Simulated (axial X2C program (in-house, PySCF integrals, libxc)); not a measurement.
**What spin–orbit coupling does to MnCl**

Calculated with an in-house relativistic program for diatomic molecules. Spin-free means the one-electron spin-free X2C Hamiltonian; two-component (2c) means X2C with spin–orbit coupling and atomic mean-field two-electron Coulomb and Gaunt terms, so the difference of the two also holds small scalar two-electron terms. Basis: Mn dyall-cv3z [9s10p6d3f2g], Cl dyall-av3z [9s8p3d2f] (cores contracted in-house); Gaussian nuclei, density fitting, unrestricted open shells. Masses: Mn 54.938 u, Cl 34.969 u.

Spin-free state: M_S = 3, Λ = 0 (beyond evenly filled blocks: 2 × σα, π+α, π-α, δ+α, δ-α); fragments Mn + Cl.

| level | Re (Å) | ωe (cm⁻¹) | De (eV) | μ (D) |
| --- | --- | --- | --- | --- |
| PBE0 | 2.236 | 380.9 | 3.781 | -2.91 |
| HF | 2.310 | 366.7 | 3.126 | -3.73 |
| MP2 | 2.260 | 378.9 | 3.792 | n/a |
| CCSD | 2.262 | 379.0 | 3.396 | n/a |
| CCSD(T) | 2.260 | 378.6 | 3.427 | n/a |
| BLYP | 2.250 | 361.1 | 3.399 | -2.47 |

Correlated methods: 14 electrons correlated (number of frozen shells: Mn 3 s, 2 p; Cl 2 s, 1 p), 260 virtual spin orbitals or spinors in MP2, 90 natural virtuals in coupled cluster.

Dipoles are positive if Cl is the positive end.

Two-component determinant lowest at the distance of the search:

Ω = 3 (⟨Sz⟩ = 3.00, ⟨Lz⟩ = 0.00 at HF); fragments Mn + Cl.

```
  level  Re (Å)  ωe (cm⁻¹)  De (eV)  μ (D)
   PBE0   2.237      380.7    3.774  -2.91
     HF   2.311      366.5    3.063  -3.73
    MP2   2.261      378.7    3.753    n/a
   CCSD   2.263      378.8    3.358    n/a
CCSD(T)   2.261      378.4    3.391    n/a
   BLYP   2.251      360.9    3.393  -2.47
```

Problem. From the two tables, how do the constants change at the CCSD(T) level (2c against spin-free)?

Solution. At the CCSD(T) level Re rises by 0.001 Å and ωe is unchanged to within 0.2 cm⁻¹; De changes by -0.036 eV.

One determinant describes the state; a PBE0 search over occupations chose it and may have missed a lower one. Dissociation energies refer to the lowest single-determinant-based atoms at the same level and basis. Density functionals use the spin component along the axis (collinear). CCSD and (T) use frozen natural virtuals with an MP2 correction for the truncation; (T) itself is uncorrected, so its De runs slightly low. In 2c an atomic determinant is not the ground J level, so De misses part of the atomic spin–orbit lowering. This holds for PBE0, BLYP. Other states lie close and PBE0, whose exact exchange favours high spin, may order them wrongly; the determinant shown need not be the ground state. The nearest other spin-free determinant of the search, M_S = 2, Λ = 0, lies 0.68 eV up at the distance of the search. Without a current term, density functionals place determinants with orbital angular momentum somewhat too high. With several unpaired electrons one determinant need not be a pure state. Open-shell Ω = 0 determinants with evenly filled partner blocks cannot be reached by this program, so the Ω shown need not be the lowest component. At some level and bond length an empty orbital lies below a filled one.
